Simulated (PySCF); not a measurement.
Radial density of Ar⁺ (argon, charge +1)

revPBE, [Ne] 3s2 3p5, 2P determinant. Computed with PySCF 2.14 in dyall-acv3z, with the spin-free X2C one-electron Hamiltonian (Gaussian nucleus).

| r (bohr) | 4πr²ρ (e/bohr) | 4πr²(ρα − ρβ) |
| --- | --- | --- |
| 0.00132 | 0.09869 | 0.0000 |
| 0.00222 | 0.2596 | 0.0000 |
| 0.00373 | 0.6697 | 0.0000 |
| 0.00627 | 1.671 | 0.0000 |
| 0.0105 | 3.936 | 0.0000 |
| 0.0177 | 8.391 | 0.0002 |
| 0.0298 | 15.11 | 0.0015 |
| 0.0502 | 20.59 | 0.0091 |
| 0.0844 | 18.72 | 0.0404 |
| 0.142 | 14.50 | 0.1206 |
| 0.239 | 19.81 | 0.1763 |
| 0.402 | 16.98 | 0.0317 |
| 0.676 | 5.184 | 0.1557 |
| 1.14 | 5.466 | 0.7420 |
| 1.91 | 2.776 | 0.4130 |
| 3.22 | 0.2316 | 0.0322 |
| 5.41 | 0.002275 | 0.0002 |

Densities and radii are taken from the X2C orbitals without a picture-change correction, which distorts them close to the nucleus.
